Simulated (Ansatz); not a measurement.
# Molecular dynamics of InAg₁₆

The input (input.yaml):

```yaml
crystal:
  lattice:
    - [8.18, 0.0, 0.0]
    - [0.0, 5.784133, 0.0]
    - [0.0, 0.0, 15.3381]
  atoms:
    - { symbol: Ag, position: [0.25, 0.25, 0.0651971] }
    - { symbol: Ag, position: [0.75, 0.25, 0.0651971] }
    - { symbol: Ag, position: [0.25, 0.75, 0.0651971] }
    - { symbol: Ag, position: [0.75, 0.75, 0.0651971] }
    - { symbol: Ag, position: [-0.00971696, 0.00412477, 0.15150079] }
    - { symbol: Ag, position: [0.5137187, -0.00651845, 0.15225281] }
    - { symbol: Ag, position: [0.01295665, 0.48545488, 0.15295039] }
    - { symbol: Ag, position: [0.49859705, 0.48494595, 0.15706417] }
    - { symbol: Ag, position: [0.25960013, 0.19939952, 0.24287373] }
    - { symbol: Ag, position: [0.74301847, 0.24137317, 0.25444787] }
    - { symbol: Ag, position: [0.2518523, 0.68481728, 0.27581612] }
    - { symbol: Ag, position: [0.76956964, 0.7438081, 0.24524226] }
    - { symbol: Ag, position: [0.01342065, -0.02383075, 0.34385266] }
    - { symbol: Ag, position: [0.49613797, -0.00626457, 0.35472674] }
    - { symbol: Ag, position: [-0.07757318, 0.51426683, 0.37693598] }
    - { symbol: Ag, position: [0.55323416, 0.51296096, 0.36756066] }
    - { symbol: In, position: [0.23398866, 0.33259753, 0.41795247] }
basis:
  ecutwfc: 420.0
kpoints:
  mp_grid: { grid: [2, 3, 1] }
hamiltonian:
  xc: pbe
  dispersion: d3bj
  pseudopotentials: { kind: paw, azcp: { folder: soft_1 } }
scf:
  occupations: { method: fermi_dirac, width: 0.05 }
  lower_state_search: "off"
md:
  timestep: 4.5
  n_steps: 150
  ensemble: nvt_langevin
  temperature: 450.0
  initial_velocities: maxwell_boltzmann
  seed: 272739
  friction: 0.02
  constraints: [{ sites: [0, 1, 2, 3] }]
```

Run as:

```bash
$ ansatz run input.yaml --threads 4 --pin off --max-ram 10240MiB --backend cpu --events-out ev --progress --plain --runs-dir out
```

It goes on from the last frame of an earlier run, with new velocities.

Output, in part (step lines):

```
md step     0: t =     0.00 fs  T =   450.0 K  F+E_penalty+E_count = -127048.27738294 eV  E_kin = 0.756171 eV  (11 SCF iters)
md step     1: t =     4.50 fs  T =   480.8 K  F+E_penalty+E_count = -127048.27458662 eV  E_kin = 0.807954 eV  (7 SCF iters)
md step     2: t =     9.00 fs  T =   459.2 K  F+E_penalty+E_count = -127048.25792459 eV  E_kin = 0.771694 eV  (7 SCF iters)
md step     3: t =    13.50 fs  T =   479.3 K  F+E_penalty+E_count = -127048.23301680 eV  E_kin = 0.805438 eV  (7 SCF iters)
md step     4: t =    18.00 fs  T =   456.1 K  F+E_penalty+E_count = -127048.20520631 eV  E_kin = 0.766448 eV  (7 SCF iters)
md step     5: t =    22.50 fs  T =   457.5 K  F+E_penalty+E_count = -127048.17401698 eV  E_kin = 0.768728 eV  (6 SCF iters)
md step     6: t =    27.00 fs  T =   456.3 K  F+E_penalty+E_count = -127048.14109055 eV  E_kin = 0.766704 eV  (6 SCF iters)
md step     7: t =    31.50 fs  T =   380.3 K  F+E_penalty+E_count = -127048.10745722 eV  E_kin = 0.639072 eV  (6 SCF iters)
[... lines left out ...]
md step   149: t =   670.50 fs  T =   433.2 K  F+E_penalty+E_count = -127048.14691457 eV  E_kin = 0.727990 eV  (5 SCF iters)
md step   150: t =   675.00 fs  T =   475.1 K  F+E_penalty+E_count = -127048.12985050 eV  E_kin = 0.798420 eV  (8 SCF iters)
```

The steps, from the saved trajectory:

| time (fs) | T (K) | potential energy less start (eV) |
| --- | --- | --- |
| 0 | 450 | 0.000 |
| 22.5 | 457 | 0.103 |
| 45 | 270 | 0.260 |
| 67.5 | 391 | 0.300 |
| 90 | 434 | 0.373 |
| 112.5 | 389 | 0.377 |
| 135 | 441 | 0.284 |
| 157.5 | 481 | 0.258 |
| 180 | 407 | 0.448 |
| 202.5 | 529 | 0.408 |
| 225 | 422 | 0.388 |
| 247.5 | 547 | 0.267 |
| 270 | 534 | 0.173 |
| 292.5 | 592 | 0.158 |
| 315 | 331 | 0.177 |
| 337.5 | 300 | 0.199 |
| 360 | 368 | 0.229 |
| 382.5 | 374 | 0.362 |
| 405 | 319 | 0.466 |
| 427.5 | 368 | 0.535 |
| 450 | 353 | 0.508 |
| 472.5 | 603 | 0.357 |
| 495 | 413 | 0.374 |
| 517.5 | 396 | 0.416 |
| 540 | 351 | 0.322 |
| 562.5 | 503 | 0.162 |
| 585 | 417 | 0.134 |
| 607.5 | 321 | 0.171 |
| 630 | 268 | 0.200 |
| 652.5 | 366 | 0.143 |
| 675 | 475 | 0.148 |

The run went to its last step. The mean temperature of the second half is 13 % below the set value. A run of 0.68 ps of so small a system gives no equilibrium averages. Limits of this set-up: coarse k mesh, thin slab, slab without dipole correction, a typed lattice constant that wasn't relaxed here.

Mean squared displacements from the first frame to the last: Ag 0.10 Å², In 0.24 Å².

Last frame:

```xyz
17
Lattice="8.1800 0.0000 0.0000 0.0000 5.7841 0.0000 0.0000 0.0000 15.3381" Properties=species:S:1:pos:R:3
Ag 2.045 1.446 1.000
Ag 6.135 1.446 1.000
Ag 2.045 4.338 1.000
Ag 6.135 4.338 1.000
Ag -0.041 0.013 2.406
Ag 4.008 -0.213 2.442
Ag -0.030 2.710 2.334
Ag 4.120 2.784 2.283
Ag 2.043 1.274 3.934
Ag 6.010 1.397 4.047
Ag 1.900 4.013 3.910
Ag 6.044 4.278 3.948
Ag -0.214 -0.195 5.457
Ag 3.979 -0.211 5.514
Ag 0.040 2.726 5.346
Ag 4.067 2.758 5.374
In 2.094 1.550 6.672
```

Run time: 41 min on 4 threads of Arm Neoverse V1, on a shared host, peak memory 2.4 GiB.
